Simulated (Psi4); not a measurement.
C$_{4}$H$_{7}$FSn, singlet, at a GFN2-xTB geometry (such geometries of metal compounds can be far from the true shape) (core potentials on Sn); PBE/def2-TZVPPD in Psi4.

Psi4 was given this input:
```
memory 2 GB

molecule {
0 1
  Sn    0.00568451   -0.00630449   -0.38357958
  F    -0.11962014    1.92390922   -0.82209260
  C    -2.02541008   -0.42153521    0.25248046
  C    -2.34538450   -0.91273657    1.43269811
  C     1.62202093   -0.07600703    1.06005719
  C     2.77367503   -0.67975106    0.85130368
  H     0.43188942   -0.62189842   -1.93822999
  H    -2.78886618   -0.15925300   -0.46551662
  H    -1.60807857   -1.18113869    2.17297528
  H    -3.37557799   -1.07520917    1.71693266
  H     1.43112003    0.45716865    1.98137198
  H     3.56121983   -0.66795408    1.59188354
  H     2.99124103   -1.21149430   -0.06084108
}

set basis def2-tzvppd

energy('pbe')
print_variables()
```

What the program printed (banner, timings and long lists left out):

```
   => Loading Basis Set <=

    Name: DEF2-TZVPPD
    Role: ORBITAL
    Keyword: BASIS

    !!!  WARNING: ECP capability is in beta. Please check occupations closely.  !!!

         ---------------------------------------------------------
                                   SCF
               by Justin Turney, Rob Parrish, Andy Simmonett
                          and Daniel G. A. Smith
                              RKS Reference
         ---------------------------------------------------------

  ==> Geometry <==

    Molecular point group: c1
    Full point group: C1

    Geometry (in Angstrom), charge = 0, multiplicity = 1:

       Center              X                  Y                   Z               Mass
    ------------   -----------------  -----------------  -----------------  -----------------
         SN           0.009005950047    -0.038374986904    -0.314417694795   119.902201630000
         F           -0.116298699953     1.891838723096    -0.752930714795    18.998403162730
         C           -2.022088639953    -0.453605706904     0.321642345205    12.000000000000
         C           -2.342063059953    -0.944807066904     1.501859995205    12.000000000000
         C            1.625342370047    -0.108077526904     1.129219075205    12.000000000000
         C            2.776996470047    -0.711821556904     0.920465565205    12.000000000000
         H            0.435210860047    -0.653968916904    -1.869068104795     1.007825032230
         H           -2.785544739953    -0.191323496904    -0.396354734795     1.007825032230
         H           -1.604757129953    -1.213209186904     2.242137165205     1.007825032230
         H           -3.372256549953    -1.107279666904     1.786094545205     1.007825032230
         H            1.434441470047     0.425098153096     2.050533865205     1.007825032230
         H            3.564541270047    -0.700024576904     1.661045425205     1.007825032230
         H            2.994562470047    -1.243564796904     0.008320805205     1.007825032230

  Running in c1 symmetry.

  Rotational constants: A =      0.08965  B =      0.05233  C =      0.03855 [cm^-1]
  Rotational constants: A =   2687.49083  B =   1568.67008  C =   1155.69364 [MHz]
  Nuclear repulsion =  317.082890758227563

  Charge       = 0
  Multiplicity = 1
  Electrons    = 62
  Nalpha       = 31
  Nbeta        = 31

  ==> Algorithm <==

  SCF Algorithm Type is DF.
  DIIS enabled.
  MOM disabled.
  Fractional occupation disabled.
[...]
   @DF-RKS iter   6:  -470.53200851418694   -4.84840e-03   6.39813e-05 DIIS
   @DF-RKS iter   7:  -470.53224536655017   -2.36852e-04   3.05165e-05 DIIS
   @DF-RKS iter   8:  -470.53230310977466   -5.77432e-05   1.21809e-05 DIIS
   @DF-RKS iter   9:  -470.53231277929706   -9.66952e-06   5.60799e-06 DIIS
   @DF-RKS iter  10:  -470.53231490773067   -2.12843e-06   8.07396e-07 DIIS
   @DF-RKS iter  11:  -470.53231495048584   -4.27552e-08   4.32392e-07 DIIS
  Energy and wave function converged.

  ==> Post-Iterations <==

   Electrons on quadrature grid:
      Ntotal   =   62.0000149718 ; deviation = 1.497e-05

    Orbital Energies [Eh]
    ---------------------

    Doubly Occupied:

[...]
      31A     -0.256748

    Virtual:

[...]
    Final Occupation by Irrep:
              A
    DOCC [    31 ]
    NA   [    31 ]
    NB   [    31 ]

  @DF-RKS Final Energy:  -470.53231495048584

   => Energetics <=

    Nuclear Repulsion Energy =            317.0828907582275633
    One-Electron Energy =               -1356.4717678792508195
    Two-Electron Energy =                 621.3386378959884269
    DFT Exchange-Correlation Energy =     -52.4820757254511392
    Empirical Dispersion Energy =           0.0000000000000000
    VV10 Nonlocal Energy =                  0.0000000000000000
    Total Energy =                       -470.5323149504858407

Computation Completed

Properties will be evaluated at   0.000000,   0.000000,   0.000000 [a0]

Properties computed using the SCF density matrix

 Multipole Moments:

 ------------------------------------------------------------------------------------
     Multipole            Electronic (a.u.)      Nuclear  (a.u.)        Total (a.u.)
 ------------------------------------------------------------------------------------

 L = 1.  Multiply by 2.5417464519 to convert [e a0] to [Debye]
 Dipole X            :         -0.0343658            0.0883694            0.0540036
 Dipole Y            :          2.1892098           -3.4238905           -1.2346807
 Dipole Z            :        -27.7445146           28.3993052            0.6547906
 Magnitude           :                                                    1.3986078

 ------------------------------------------------------------------------------------

  Variable Map:
  ----------------------------------------------------------------------------
[...]
  Array Variable Map:
  ----------------------------------------------------------------------------
[...]
[...]
```
